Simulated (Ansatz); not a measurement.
Computed with Ansatz on PBE0-D4/def2-TZVP structures; ΔE is electronic, products minus reactants. CCSD(T)/CBS is the MP2 limit (def2-TZVPP, def2-QZVPP) plus CCSD(T) − MP2 in def2-TZVPP, frozen cores. DFT in def2-TZVPP. B3LYP here is the variant with VWN-RPA as its local correlation; programs differ in this. For Se outer-core shells are correlated without core-valence functions, which leaves a few kJ/mol of doubt a bond. Scalar relativity is left out up to krypton. Each species was taken in one conformer, which may not be the lowest.

`[SiH3]/N=C\[SeH]` + `F[SiH]1[CH2][AlH]1` → `F[Si]1([SiH3])[CH2][AlH]1` + `N=C[SeH]`  (formal exchange of groups at the Si–N bond)

```tsv
level	ΔE (kcal/mol)
B3LYP-D4	9.6
ωB97X-V	8.0
B2PLYP	10.4
r2SCAN	8.7
SCS-MP2/def2-TZVPP	11.2
CCSD(T)/def2-TZVPP	8.8
HF/CBS(def2)	12.4
CCSD/CBS(def2)	9.2
```

Task: What does CCSD(T)/CBS give? (Best estimate.)

Result: The calculation gave: +9.1 kcal/mol. The listed levels differ from it by 0.5, -1.1, 1.3, -0.4, 2.1, -0.3, 3.3, 0.1 kcal/mol.

Largest T1 diagnostic among the species: 0.014.

In def2-TZVPP, CCSD(T) changes the Hartree–Fock value by −3.3 kcal/mol (the triples alone add −0.2 kcal/mol) and MP2 by −1.0 kcal/mol.
